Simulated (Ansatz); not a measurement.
CH5FN2OSi can be A, `C=N[Si](N)(O)F`, or B, `N[SiH](F)/N=C/O`.

Isolated molecules relaxed with PBE0-D4/def2-TZVP in Ansatz; ΔE leaves out vibrations. CBS: MP2 limit from def2 TZ/QZ plus the TZ coupled-cluster correction, frozen cores. Functionals use def2-TZVPP. B3LYP here is the variant with VWN-RPA as its local correlation; programs differ in this. Each species was taken in one conformer, which may not be the lowest.

Which is lower in electronic energy at CCSD(T)/CBS, and by how much? (Best estimate.)

The calculation gave: A, by 104.0 kJ/mol.

Give E(B) − E(A) in kJ/mol with CCSD(T)/def2-TZVPP, MP2/def2-TZVPP, CCSD/def2-TZVPP, B3LYP, B3LYP-D4, B2PLYP, HF/def2-TZVPP. (An estimate is asked.)

Ansatz gave: CCSD(T)/def2-TZVPP 101.5, MP2/def2-TZVPP 100.9, CCSD/def2-TZVPP 104.3, B3LYP 90.4, B3LYP-D4 93.7, B2PLYP 95.2, HF/def2-TZVPP 103.9. None reverses the order clearly.

Largest T1 diagnostic: 0.013.

The D4 term adds +3.3 kJ/mol with B3LYP and +1.7 kJ/mol with PBE0; it sums over pairs of atoms, weighted by their polarisabilities, and B3LYP, whose exchange is more repulsive, gets the larger term. From PBE to PBE0 (25 % exact exchange), in def2-TZVPP and without D4, E(B) − E(A) moves by +7.7 kJ/mol.
